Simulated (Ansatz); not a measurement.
Species: ReO, net charge 0, quartet state. The spin state was set by rule; other spins were not relaxed. 
Structure (B3LYP-D3(BJ)/def2-TZVP (Ansatz, a quantum-chemistry and plane-wave program) minimum search):
SMILES: [O]=[Re]
```xyz
2

Re     0.0000     0.0000    -0.1628
O      0.0000     0.0000     1.5259
```
Charge 0, spin multiplicity 4.

Quantity: vertical ionisation energy (to the quintet state of charge +1; each state is the SCF solution reached for its spin; the UHF <S^2> is 6.68 for the quintet (pure: 6.00) and 4.50 for the quartet (pure: 3.75); for the quintet T1 is 0.088; for the quartet T1 is 0.098), in eV. Valence correlation only, unless marked. Open shells are spin-unrestricted. No spin-orbit coupling. The frozen core is the preceding noble-gas configuration, with the filled d and f shells of earlier blocks. Past Kr the def2 sets carry scalar-relativistic core potentials. Basis-set limits of correlation are two-point, X^-3; Hartree-Fock from the larger set.

```json
[
 {"level": "SVWN5/def2-TZVPD", "program": "Ansatz", "vertical ionisation energy (eV)": "8.69", "minus last row": "0.46"},
 {"level": "r2SCAN/def2-TZVPD", "program": "Ansatz", "vertical ionisation energy (eV)": "8.01", "minus last row": "-0.22"},
 {"level": "B3LYP/def2-TZVPD", "program": "Ansatz", "vertical ionisation energy (eV)": "8.48", "minus last row": "0.25"},
 {"level": "PBE0/def2-TZVPD", "program": "Ansatz", "vertical ionisation energy (eV)": "8.10", "minus last row": "-0.13"},
 {"level": "BHLYP/def2-TZVPD", "program": "Ansatz", "vertical ionisation energy (eV)": "8.16", "minus last row": "-0.07"},
 {"level": "CAM-B3LYP/def2-TZVPD", "program": "Ansatz", "vertical ionisation energy (eV)": "8.45", "minus last row": "0.22"},
 {"level": "wB97M-V/def2-TZVPD", "program": "Ansatz", "vertical ionisation energy (eV)": "8.36", "minus last row": "0.13"},
 {"level": "wB97X-V/def2-TZVPD", "program": "Ansatz", "vertical ionisation energy (eV)": "8.34", "minus last row": "0.11"},
 {"level": "CCSD/def2-TZVPPD", "program": "Ansatz", "vertical ionisation energy (eV)": "7.94", "minus last row": "-0.29"},
 {"level": "CCSD/def2-QZVPPD", "program": "Ansatz", "vertical ionisation energy (eV)": "8.00", "minus last row": "-0.23"},
 {"level": "CCSD/CBS(def2-TZVPPD,def2-QZVPPD)", "program": "Ansatz", "vertical ionisation energy (eV)": "8.05", "minus last row": "-0.18"},
 {"level": "CCSD(T)/def2-SVPD", "program": "Ansatz", "vertical ionisation energy (eV)": "7.93", "minus last row": "-0.30"},
 {"level": "CCSD(T)/def2-TZVPPD", "program": "Ansatz", "vertical ionisation energy (eV)": "8.10", "minus last row": "-0.13"},
 {"level": "CCSD(T)/def2-QZVPPD", "program": "Ansatz", "vertical ionisation energy (eV)": "8.17", "minus last row": "-0.06"},
 {"level": "CCSD(T)/CBS(def2-TZVPPD,def2-QZVPPD)", "program": "Ansatz", "vertical ionisation energy (eV)": "8.23", "minus last row": "0.00"}
]
```
